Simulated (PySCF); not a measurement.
**Assigning NMR signals**

Bonds (- single, = double, # triple, : aromatic): C1-O2, O2-Si3, Si3-O4, O4-Si5, Si5-N6, Si5-Si7, Si7-Si8. C1 carries H9, H10, H11; Si3 carries H12, H13; Si5 carries H14; N6 carries H15, H16; Si7 carries H17, H18; Si8 carries H19, H20, H21. Stereochemistry as in CO[SiH2]O[Si@H](N)[SiH2][SiH3]. H13, H18 are pro-R; H12, H17 are pro-S.

PySCF 2.14 calculation with GIAO PBE0/pcSseg-1 shieldings and geometry: GFN2-xTB; no solvent model, one averaged value for each set of equivalent atoms, a single conformation, non-relativistic.

Referencing at the same level of theory: 1H (σref 31.72) against TMS.

**Question.** Assign these signals to the numbered atoms. 1H NMR (300 MHz, computed): δ 5.41 (m, 1H), 4.95 (m, 1H), 4.89 (m, 1H), 3.70 (s, 3H), 3.51 (m, 3H), 3.30 (m, 1H), 3.17 (m, 1H), 1.27 (br s, 2H).

**Answer.** 
5.41 → H14, hydrogen on a silicon bonded to N, O, Si
4.95 → H12, hydrogen on a silicon bonded to 2 O
4.89 → H13, hydrogen on a silicon bonded to 2 O
3.70 → H9/H10/H11, hydrogen on a methyl carbon bonded to O: its carbon carries O, an electronegative neighbour
3.51 → H19/H20/H21, hydrogen on a silicon bonded to Si
3.30 → H18, hydrogen on a silicon bonded to 2 Si
3.17 → H17, hydrogen on a silicon bonded to 2 Si
1.27 → H15/H16, hydrogen on a nitrogen bonded to Si: exchangeable; this is the value without hydrogen bonding to other molecules

H12 and H13 lie closer than the usual error of such a calculation, so a measured spectrum could show them in the other order.

The OH or NH signal is concentration- and solvent-dependent in practice; the value given is the gas-phase one. No couplings were computed; multiplicities are counted from neighbouring protons, with m where these are inequivalent, close in shift, in a saturated or five-membered ring or joined by F or P, and br s for small geminal =CH2 splittings.
